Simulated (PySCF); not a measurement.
## Spin-rotation constants: `O=C/N=C1\CCOC1`, C5H7NO2

Molfile (atoms numbered from 1):
```
C5H7NO2
     RDKit          3D

 15 15  0  0  0  0  0  0  0  0999 V2000
    3.3310    0.3443    0.7977 O   0  0  0  0  0  0  0  0  0  0  0  0
    2.6942    0.0996   -0.1921 C   0  0  0  0  0  0  0  0  0  0  0  0
    1.4773    0.5872   -0.5026 N   0  0  0  0  0  0  0  0  0  0  0  0
    0.2923    0.3497   -0.1833 C   0  0  0  0  0  0  0  0  0  0  0  0
   -0.2519   -0.7530    0.6827 C   0  0  0  0  0  0  0  0  0  0  0  0
   -1.7522   -0.6768    0.3845 C   0  0  0  0  0  0  0  0  0  0  0  0
   -2.0070    0.6688    0.0275 O   0  0  0  0  0  0  0  0  0  0  0  0
   -0.8871    1.1417   -0.6816 C   0  0  0  0  0  0  0  0  0  0  0  0
    3.1201   -0.4539   -1.0558 H   0  0  0  0  0  0  0  0  0  0  0  0
    0.1935   -1.7202    0.4565 H   0  0  0  0  0  0  0  0  0  0  0  0
   -0.0371   -0.5094    1.7257 H   0  0  0  0  0  0  0  0  0  0  0  0
   -2.0088   -1.3449   -0.4511 H   0  0  0  0  0  0  0  0  0  0  0  0
   -2.3859   -0.9131    1.2386 H   0  0  0  0  0  0  0  0  0  0  0  0
   -1.0012    0.9744   -1.7647 H   0  0  0  0  0  0  0  0  0  0  0  0
   -0.7815    2.2134   -0.5039 H   0  0  0  0  0  0  0  0  0  0  0  0
  1  2  2  0
  2  3  1  0
  3  4  2  0
  4  5  1  0
  5  6  1  0
  6  7  1  0
  7  8  1  0
  8  4  1  0
  2  9  1  0
  5 10  1  0
  5 11  1  0
  6 12  1  0
  6 13  1  0
  8 14  1  0
  8 15  1  0
M  END
```

Level of theory: GIAO B3LYP/pcSseg-1 magnetisability, rotational g tensor and spin-rotation constants, non-relativistic, gas phase (PySCF). Geometry: GFN2-xTB.

**Question.** Give the nuclear spin-rotation constants along the inertial axes (H = +C I·J) beside the isotropic shieldings.

**Answer.** Rotational constants 5.8859, 1.1691, 1.0425 GHz. A star marks the isotopologue with that one atom substituted, in its own axes.
| atom | isotope | Caa (kHz) | Cbb (kHz) | Ccc (kHz) | mean (kHz) | σ (ppm) |
| --- | --- | --- | --- | --- | --- | --- |
| N3 | 14N | 1.757 | 0.222 | 0.099 | 0.693 | -116.1 |
| H9 | 1H | -0.245 | -0.100 | 0.071 | -0.091 | 22.5 |
| H10 | 1H | -0.548 | -0.061 | -0.054 | -0.221 | 29.8 |
| H11 | 1H | -0.625 | -0.086 | -0.001 | -0.238 | 28.9 |
| H12 | 1H | -0.491 | -0.125 | 0.040 | -0.192 | 27.7 |
| H13 | 1H | -0.255 | -0.049 | -0.064 | -0.123 | 27.3 |
| H14 | 1H | -0.623 | -0.065 | 0.008 | -0.227 | 27.5 |
| H15 | 1H | -0.641 | -0.020 | -0.025 | -0.229 | 27.3 |
| O1 | 17O* | -3.588 | -0.177 | -0.650 | -1.472 | -169.0 |
| C2 | 13C* | 2.552 | 0.314 | 0.433 | 1.100 | 14.9 |
| C4 | 13C* | 2.828 | 0.536 | 0.242 | 1.202 | 5.2 |
| C5 | 13C* | 1.039 | 0.196 | 0.198 | 0.478 | 144.4 |
| C6 | 13C* | 1.490 | 0.201 | 0.277 | 0.656 | 108.8 |
| O7 | 17O* | -0.309 | -0.096 | -0.138 | -0.181 | 287.5 |
| C8 | 13C* | 1.193 | 0.292 | 0.268 | 0.584 | 105.0 |

For the geometry as given, no vibrational averaging.

**Question.** How do the rotational constants and the g tensor change when H9, H10, H11, H12, H13, H14, H15 are replaced by deuterium?

**Answer.** Constants 4.6574, 1.0919, 0.9635 GHz; g -0.0657, -0.0185, -0.0164, against -0.0826, -0.0196, -0.0176 before.
